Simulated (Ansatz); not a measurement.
A single point on FH₃S₃Sn, SMILES `[F][Sn]([SH])([SH])[SH]`.

```yaml
crystal:
  periodic: [false, false, false]
  atoms:
    - {symbol: F, position_ang: [-1.274222, -0.173612, 1.422955]}
    - {symbol: Sn, position_ang: [-0.200200, -0.031631, -0.163772]}
    - {symbol: S, position_ang: [1.972725, 0.161021, 0.792985]}
    - {symbol: S, position_ang: [-0.856078, 1.865321, -1.430009]}
    - {symbol: S, position_ang: [-0.626349, -1.964248, -1.472378]}
    - {symbol: H, position_ang: [1.422534, 0.220937, 2.019753]}
    - {symbol: H, position_ang: [0.039852, 2.642867, -0.796848]}
    - {symbol: H, position_ang: [-0.386061, -2.777753, -0.428488]}
basis:
  gaussian: {orbitals: def2-QZVPP}
correlation: {method: mp2}
```

```sh
$ ansatz run in.yaml --threads 4 --pin off --events-out ev --progress --plain
```

Output, abridged:

```
Functional definition: HF
2662 factors; integrals over basis functions are off by at most 9.5e-4 eV
mean field evaluation 1: about -41014.6200 eV, gradient 3.7e1 eV
mean field evaluation 2: about -41014.7705 eV, gradient 3.7e1 eV
mean field evaluation 4: about -41017.8591 eV, gradient 3.3e0 eV
mean field evaluation 8: about -41017.9364 eV, gradient 4.3e-1 eV
mean field evaluation 16: about -41017.9375 eV, gradient 2.4e-6 eV
mean field -41017.93750978 eV, -1507.3814005280 hartree, gradient 2.4e-6 eV, S^2 0.000000; 0 other end points of the search recorded, 0 dependent functions left out
20 core orbitals not correlated: weight in the atoms' cores, before any rotation towards them, 1.000 or more for the frozen orbitals, at most 0.000 for the correlated occupied ones
reference -41017.93750978 eV, -1507.3814005280 hartree; 21, 21 occupied and 398, 398 virtual orbitals, 2662 factors
second order -37.74343010 eV of doubles, -0.00000000 eV of singles
Total energy: -41055.68093989 eV, -1508.7684460008 hartree
```

It took 24 s on 4 threads of a server CPU on a shared host, with 2.3 GiB of host memory at the peak.
